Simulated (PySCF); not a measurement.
# One molecule, several mistakes: ClGeH3Si

Calculated results; nothing here was measured. They come from PySCF 2.14.0, an open-source quantum chemistry program, on an isolated molecule that a program drew, which may never have been made. The molecule is ClGeH3Si (charge 0, singlet), drawn as the SMILES string `Cl[SiH2][GeH]`.

Each row is a Hartree-Fock (HF) and frozen-core CCSD(T) single point in the cc-pV(D+d)Z basis, meant for a local HF minimum. Run 1 is clean. Each other run has one planted mistake out of seven kinds, and not every kind appears here: one electron removed, one electron added, multiplicity raised by two, geometry at a saddle point, minimal basis STO-3G, one bond length entered in bohr, all coordinates scaled. The reference is restricted for singlets and unrestricted otherwise, and also for a bond in bohr. Adding or removing an electron swaps singlet and doublet. Electrons count all cores. HOMO and LUMO are orbital energies over both spins, the gradient is its largest component, and the lowest frequency (negative if imaginary) is given only where the gradient is small. Bond lengths are over the 5 bonds as drawn. T1 is the CCSD diagnostic: over 0.02 (restricted) or 0.045 (unrestricted) a single reference is doubtful. Germanium has the cc-pVDZ-PP basis, with a core potential (ECP10MDF) in place of its 10 inner electrons, and its 3s, 3p and 3d shells are frozen in CCSD(T).

Geometry of the clean run:
```xyz
6
ClGeH3Si, angstrom
Cl   -2.4563    1.8490    1.9016
Si   -0.8124    0.7160    1.2375
Ge   -1.5160   -1.5388    1.9832
H    -0.7395    0.9038   -0.2267
H     0.4023    1.3024    1.8412
H    -1.0081   -1.2340    3.4493
```

| run | electrons | basis functions | <S^2> | HOMO (eV) | LUMO (eV) | gradient (hartree/bohr) | lowest frequency (cm^-1) | mean bond (Å) | longest bond (Å) | T1 | HF (hartree) | CCSD(T) (hartree) | mistake |
|---|---|---|---|---|---|---|---|---|---|---|---|---|---|
| 1 | 66 | 84 | 0.000 | -8.90 | -0.25 | 1.1e-05 | 65 | 1.8236 | 2.477 | 0.0125 | -1043.57924 | -1043.94877 | no fault |
| 2 | 67 | 84 | 0.762 | -1.72 | 6.69 | 3.7e-02 | - | 1.8236 | 2.477 | 0.0138 | -1043.61453 | -1043.99364 | one electron added |
| 3 | 66 | 84 | 1.231 | -8.59 | -0.93 | 1.3e-02 | - | 2.1980 | 3.976 | 0.0422 | -1043.47044 | -1043.81494 | one bond length entered in bohr |
| 4 | 66 | 84 | 2.013 | -8.18 | -0.75 | 2.7e-02 | - | 1.8236 | 2.477 | 0.0170 | -1043.55249 | -1043.90700 | ? |
| 5 | 65 | 84 | 0.777 | -16.31 | -7.16 | 5.6e-02 | - | 1.8236 | 2.477 | 0.0208 | -1043.28494 | -1043.63131 | ? |

**Which mistake was planted in run 4, and what did it cost?**

Electrons, basis and geometry are unchanged, and <S^2> is 2.013, beside S(S+1) = 2.00 for a multiplicity of 3. So the mistake is: multiplicity raised by two. Subtracting run 1 and multiplying by 627.51 kcal/mol a hartree, the energy moved by 16.8 kcal/mol in HF and 26.2 kcal/mol in CCSD(T).

**Which mistake was planted in run 5, and what did it cost?**

It counts 65 electrons, one fewer than the clean run, at the same geometry and basis. So the mistake is: one electron removed. Subtracting run 1 and multiplying by 627.51 kcal/mol a hartree, the energy moved by 184.7 kcal/mol in HF and 199.2 kcal/mol in CCSD(T).

